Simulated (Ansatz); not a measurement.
`OCS` and `[CH3][AlH][O]CS` differ in one atom or group.

Ansatz, PBE0-D4/def2-TZVP geometries, multiplicity 1. Each molecule was computed in one conformer, which needn't be the lowest.

```
                                                                                  property  `OCS`
                                                        LUMO energy (PBE0/def2-TZVPP) / eV   0.48
ideal-gas entropy at 298 K and 1 bar (rigid rotor, harmonic PBE0-D4/def2-TZVP) / J/(mol·K)    282
                                                     LUMO energy (ωB97M-V/def2-TZVPP) / eV   2.12
                                            size of the dipole moment (PBE/def2-TZVPP) / D   2.36
                                                     HOMO–LUMO gap (B3LYP/def2-TZVPP) / eV   7.01
                                                      HOMO–LUMO gap (PBE0/def2-TZVPP) / eV   7.58
```

(1) Give the same properties after the change, and the shifts. (Estimate.)

Answers

(1) The calculation gave: 
| property | `[CH3][AlH][O]CS` | shift |
| --- | --- | --- |
| LUMO energy (PBE0/def2-TZVPP) / eV | -0.48 | -0.96 |
| ideal-gas entropy at 298 K and 1 bar (rigid rotor, harmonic PBE0-D4/def2-TZVP) / J/(mol·K) | 366 | 84 |
| LUMO energy (ωB97M-V/def2-TZVPP) / eV | 1.35 | -0.77 |
| size of the dipole moment (PBE/def2-TZVPP) / D | 2.29 | -0.07 |
| HOMO–LUMO gap (B3LYP/def2-TZVPP) / eV | 6.45 | -0.56 |
| HOMO–LUMO gap (PBE0/def2-TZVPP) / eV | 6.92 | -0.66 |

With PBE0 the HOMO falls by 0.30 eV and the LUMO falls by 0.96 eV, so the gap narrows by about 0.66 eV. PBE moves the HOMO by -0.19 eV and ωB97M-V by -0.30 eV. The zero-point energy changes by 87.1 kJ/mol with +15 modes. Dipoles are sizes alone; their direction can turn.

B3LYP here is the variant with VWN-RPA as its local correlation; programs differ in this.
